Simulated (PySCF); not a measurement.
## InSe⁺: frontier orbitals

M06-L at R = 3.231 Å; PySCF, scalar-relativistic core potentials, basis sets In def2-SVP with ECP28, Se def2-SVP. State: ³Σ⁻ (triplet), unpaired electrons π ↑↑. Only the outer orbitals are listed, counted within each symmetry, core potentials removing the inner ones.

```tsv
spin	orbital	occ.	ε (eV)	on In (%)	main shells (%)
α	10σ	1	-23.36	1	99 Se s
α	11σ	1	-14.12	83	82 In s, 16 Se p
α	6π	1	-12.89	1	99 Se p
α	6π	1	-12.89	1	99 Se p
α	12σ	1	-11.79	24	76 Se p, 17 In s
α	7π	0	-7.31	99	99 In p
α	7π	0	-7.31	99	99 In p
α	13σ	0	-6.43	93	92 In p
β	10σ	1	-21.04	1	98 Se s
β	11σ	1	-14.05	89	89 In s, 10 Se p
β	12σ	1	-11.07	21	79 Se p, 10 In p, 10 In s
β	6π	0	-10.39	3	97 Se p
β	6π	0	-10.39	3	97 Se p
β	7π	0	-7.29	97	97 In p
```

Problem. Which are the highest filled and the lowest empty level, where do they sit, and how wide is the gap?

Solution. Highest filled β 12σ at -11.07 eV (in %: 79 Se p, 10 In p, 10 In s); lowest empty β 6π at -10.39 eV (in %: 97 Se p); the gap at M06-L is 0.68 eV.

The bond order (Mayer) is 0.36, the ⟨S²⟩ is 2.008 and the charge on In (Mulliken, basis-dependent) is 0.81. The charge on In (Löwdin, basis-dependent) is 0.69 and the dipole moment (positive dipole points towards Se; it is taken about the centre of mass and depends on that origin) is -2.44 D.

Spin–orbit coupling is left out. The state is the lowest determinant that a PBE0 search found; another state may lie lower at other levels.
